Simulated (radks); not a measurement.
Task: Excited configurations of Ag2+: one electron is placed in a higher orbital outside [Kr] 4d8. The ground configuration is [Kr] 4d9. All-electron calculation, Dirac Kohn-Sham, PBE, spin-unpolarised, spherical densities, finite nucleus; open shells are shared between the two j in proportion to 2j + 1; Fermi nuclear charge, rms radius 4.5454 fm. Program: a radial shooting solver on a logarithmic mesh with Libxc functionals. Excitation = E - E(ground); binding = E(ion) - E, where the ion is the core of charge +3; n* = 3/sqrt(2 binding) in atomic units, and the quantum defect is n - n*. Eigenvalue and <r> are those of j = l + 1/2.

outer orbital  excitation (eV)  binding (eV)     n*  quantum defect  eigenvalue (eV)  <r> (bohr)
4f                      28.114         8.077  3.894           0.106           -6.310       5.428
5s                       9.251        26.940  2.132           2.868          -22.534       2.456
5f                      30.696         5.494  4.721           0.279           -4.493       9.218
7s                      28.999         7.192  4.126           2.874           -6.191       8.750
7p                      30.011         6.180  4.451           2.549           -5.296       9.906
7f                      33.317         2.873  6.528           0.472           -2.465       19.89

Estimate the row for 6s.

Result: excitation (eV) 23.915; binding (eV) 12.276; n* 3.158; quantum defect 2.842; eigenvalue (eV) -10.507; <r> (bohr) 5.151. The Delta-SCF ionisation energy is 36.191 eV (NIST Atomic Spectra Database: 34.8 eV, semi-empirical). Self-interaction in the functional shifts the binding energies and quantum defects, so they are the method's values and not measured ones. Spin polarisation and multiplet splitting are left out, so open shells lie too high by an amount that depends on their filling. Sharing an open shell by 2j + 1 raises it above the true ground level by a part of the spin-orbit splitting, which enters the differences from NIST.

Beside tabulated values, note that spin-unpolarised runs miss the spin-polarisation part of the exchange energy of open shells.
